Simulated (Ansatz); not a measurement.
Program: Ansatz. Geometries: PBE0-D4/def2-TZVP. ΔE: electronic, gas phase. CBS: MP2 limit from def2 TZ/QZ plus the TZ coupled-cluster correction, frozen cores. Functionals use def2-TZVPP. B3LYP here is the variant with VWN-RPA as its local correlation; programs differ in this. Each species was taken in one conformer, which may not be the lowest.

Reaction (formal exchange of groups at the Si–B bond): `C[SiH2]B1N[SiH2]1` + `COC(F)F` → `C[SiH2]OC(F)F` + `CB1N[SiH2]1`

`C[SiH2]B1N[SiH2]1`:

Cartesian coordinates in Å:
```
C 0.042 1.935 -1.396
Si 0.211 1.317 0.371
B -0.002 -0.657 0.561
N -0.246 -1.774 -0.212
Si -0.095 -2.398 1.420
H 0.167 3.019 -1.446
H -0.942 1.689 -1.801
H 0.797 1.478 -2.041
H 1.550 1.697 0.908
H -0.807 1.983 1.233
H -0.405 -1.970 -1.188
H -1.332 -3.014 1.962
H 1.061 -3.306 1.630
```

`COC(F)F`:

Z-matrix (Å, degrees):
```
C
O 1 1.417
H 1 1.093 2 111.2
H 1 1.096 2 110.9 3 122.1
H 1 1.088 2 106.4 3 -119.3
C 2 1.349 1 113.9 3 -66.8
F 6 1.336 2 107.6 1 -172.4
F 6 1.360 2 111.2 1 70.3
H 6 1.099 2 113.6 1 -50.8
```

`C[SiH2]OC(F)F`:

Cartesian coordinates in Å:
```
C -1.155 0.347 -1.339
Si -0.668 -0.811 0.024
O 0.181 -0.029 1.236
C 1.469 0.343 1.214
F 1.876 0.624 -0.058
F 1.615 1.472 1.928
H -0.274 0.739 -1.850
H -1.732 1.188 -0.947
H -1.774 -0.178 -2.072
H 0.166 -1.929 -0.490
H -1.852 -1.349 0.734
H 2.148 -0.416 1.618
```

`CB1N[SiH2]1`:

Z-matrix (Å, degrees):
```
C
B 1 1.552
H 1 1.094 2 110.4
H 1 1.094 2 110.2 3 116.8
H 1 1.093 2 113.1 3 -121.7
N 2 1.382 1 138.8 3 122.9
Si 2 1.940 1 160.1 3 -57.4
H 6 1.009 2 137.6 1 -0.1
H 7 1.488 2 125.6 1 -89.7
H 7 1.487 2 125.6 1 90.2
```

CCSD(T)/CBS gives -191.4 kJ/mol.

Problem. Another level gave -181.6 kJ/mol. Which?
A. B3LYP/def2-TZVPP
B. B2PLYP/def2-TZVPP
C. PBE/def2-TZVPP
D. PBE0-D4/def2-TZVPP

Solution. D. PBE0-D4 -181.6, B2PLYP -193.1, PBE -174.0, B3LYP -189.0 kJ/mol.

Largest T1 diagnostic among the species: 0.014.

From PBE to PBE0 (25 % exact exchange), in def2-TZVPP and without D4, ΔE moves by −7.4 kJ/mol.
